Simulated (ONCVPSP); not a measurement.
## What one change does to a pseudopotential (B, ONCV)

boron, optimised norm-conserving Vanderbilt (ONCV), made with ONCVPSP 4.0.1 (PBEsol, scalar-relativistic). Core [He], reference 2s2 (charge +1). Waves: 2s: rc 1.20 bohr, ncon 4, nbas 8, qcut 6.1 1/bohr, 2 projectors, debl 3.9 Ha; p scattering state at 0.11 Ha: rc 1.20 bohr, ncon 5, nbas 9, qcut 5.7 1/bohr, 1 projector. Local part: polynomial inside 0.80 bohr (lpopt 5, dvloc0 1 Ha). Core correction: none.

In the p channel the program set the typed energies aside and used 0.050 Ha.

Change: p: ncon 4, nbas 8.

Cutoffs: the cutoffs (Ha) at which the residual kinetic energy of the hardest occupied pseudo-wave falls to 1 and 0.1 mHa per electron; they do not see the model core or the augmentation charge, which bear on the density cutoff. Errors are all-electron minus pseudo energies relative to the spin-unpolarised reference configuration.

Question: Predict the effect on cutoff, ghosts and configuration errors.

Answer: The potential gets neither clearly harder nor softer (13 Ha and 17 Ha → 13 Ha and 17 Ha); both files keep a bound ghost (p); of the 3 tests that both files solve, the error grows in 0 and shrinks in 2 by more than 15 % and 0.3 meV (median size 9.4 → 5.0 meV).

| quantity | base | changed |
| --- | --- | --- |
| cutoff, loose | 13 Ha | 13 Ha |
| cutoff, tight | 17 Ha | 17 Ha |
| bound ghosts | p | p |
| GHOST(+) flags under 300 eV | s at 237.7 eV | s at 237.7 eV |
| tests with a reliable result | 3 of 4 | 3 of 4 |
| error for 2s2 2p1, meV [ΔE -8.14 eV] | +9.4 | +5.0 |
| error for 2s1, meV [ΔE 25.26 eV] | +26 | +26 |
| error for 2s2 2p0.5, meV [ΔE -5.28 eV] | +3.6 | +1.1 |
| s: phases at 1.22 bohr within 0.05 rad from the reference energy up to (Ha; the scan ends near 5) | to the end of the scan | to the end of the scan |
| p: phases at 1.22 bohr within 0.05 rad from the reference energy up to (Ha; the scan ends near 5) | 4.6 | 4.2 |

 A true bound ghost makes a file unfit for plane-wave use even where its test errors are small: the radial tests pick states by their node count and pass the ghost by.
